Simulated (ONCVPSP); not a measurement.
**Sc, ONCV: configuration errors across variants**

scandium, optimised norm-conserving Vanderbilt (ONCV), made with ONCVPSP 4.0.1 (PBE, scalar-relativistic). Core [Ne], reference 3s2 3p6 3d1 4s1.5 (charge +0.5). Waves: 3s+4s: rc 1.45 bohr, ncon 4, nbas 7, qcut 6.5 1/bohr, 3 projectors, debl 1.4 Ha; 3p: rc 1.65 bohr, ncon 4, nbas 7, qcut 10.6 1/bohr, 2 projectors, debl 3.9 Ha; 3d: rc 1.70 bohr, ncon 3, nbas 8, qcut 7.6 1/bohr, 3 projectors, debl 2.6 Ha. Local part: polynomial inside 1.20 bohr (lpopt 4, dvloc0 -1 Ha). Core correction: Teter function, fcfact 2.25, rcfact 1.25.

All-electron excitation energies from the reference (eV): (1) 3s2 3p6 3d1 4s2 -2.754; (2) 3s2 3p6 3d1 4s1 4.143; (3) 3s2 3p6 3d1 4s0 16.910; (4) 3s2 3p6 3d1 4s0 4p2 2.920.

3 further variants failed, have other tests or another functional or relativity, and are left out.

A true bound ghost makes a file unfit for plane-wave use even where its test errors are small: the radial tests pick states by their node count and pass the ghost by.

Errors AE − PS in meV (a dash: test not solved or not reliable):

| change | (1) | (2) | (3) | (4) | bound ghosts | GHOST(+) flags above zero |
| --- | --- | --- | --- | --- | --- | --- |
| base | +0.2 | -0.2 | -1.5 | +0.2 | none | s |
| local potential polynomial inside 1.15 bohr (lpopt 3, dvloc0 0 Ha) | +0.2 | -0.2 | -1.5 | +0.2 | none | s |
| core correction Teter function, fcfact 6.2, rcfact 1.25 | +0.2 | -0.2 | -1.6 | +0.2 | none | s |
| p: nproj 1 | +0.2 | -0.2 | -1.5 | +20 | none | s |
| d: rc 1.78 | +0.2 | -0.2 | -1.5 | +0.2 | none | s |
| s: qcut 4.8; p: qcut 7.8; d: qcut 5.6 | +0.2 | -0.3 | -2.4 | +0.2 | s | none |
| d: debl 3.4 | +0.2 | -0.2 | -1.5 | +0.2 | none | s |
| p: qcut 10.5 | +0.2 | -0.2 | -1.5 | +0.2 | none | s |
| local potential polynomial inside 1.20 bohr (lpopt 4, dvloc0 3.5 Ha) | +0.2 | -0.2 | -1.5 | +0.3 | none | none |

Give the same row for: p: qcut 11.3.

+0.2, -0.2, -1.5, +0.1; bound ghosts: none; GHOST(+) flags above zero: s.
